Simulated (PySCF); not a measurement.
C₆ coefficients of unlike pairs at UHF

Calculated with PySCF 2.14 from the dipole response of each species, C₆(A,B) = (3/π) ∫ α_A(iu) α_B(iu) du, in atomic units, from isotropic polarisabilities. For ions this is the dispersion term alone; charge-induced terms of lower order in 1/R come first.

```tsv
species	configuration	basis	relativity	α (bohr³)	C₆ (like pair)
Br³⁺	[Ar] 3d10 4s2 4p2 (3P)	aug-cc-pV5Z-PP with ECP10MDF (8s7p6d4f3g2h)	core potential	6.235	23.45
Ba⁺	[Xe] 6s1 (2S)	aug-cc-pVQZ-X2C (10s9p7d4f2g)	spin-free X2C	173.3	2076
Mg	[Ne] 3s2 (1S)	aug-cc-pCVTZ-DK (8s7p5d3f)	spin-free X2C	81.11	760.0
Tc⁺	[Kr] 4d5 5s1 (7S)	aug-cc-pVTZ-PP with ECP28MDF (6s6p5d3f2g)	core potential	47.22	359.0
```

(1) Estimate C₆ for Mg with Ba⁺.

No spin-orbit coupling is included.

The other pairs:

| pair | C₆ |
| --- | --- |
| Tc⁺, Mg | 505.6 |
| Tc⁺, Ba⁺ | 804.7 |
| Ba⁺, Br³⁺ | 153.7 |
| Tc⁺, Br³⁺ | 81.34 |
| Mg, Br³⁺ | 99.21 |

Answers

(1) The integral gives 1224. The combination rule 2 C_A C_B / (C_A α_B/α_A + C_B α_A/α_B) gives 1216 and the geometric mean 1256.
